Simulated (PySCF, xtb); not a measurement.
stibine cation (H3Sb), SMILES [SbH3] (connectivity only; charge and spin as stated), charge +1, multiplicity 2.

Harmonic wavenumbers (cm⁻¹) from GFN2-xTB in xtb at its own minimum, in rising order: 603, 634, 635, 1566, 1688, 1689.

### Question
What does B3LYP-D3(BJ)/def2-TZVPD (PySCF) give at its own minimum? (The exact figures need the calculation; the answer reports its results.)

### Answer
670, 748, 748, 1999, 2062, 2062. Paired by order, the mean absolute difference is 246 cm⁻¹ and the zero-point energies are 9.7 and 11.9 kcal/mol.
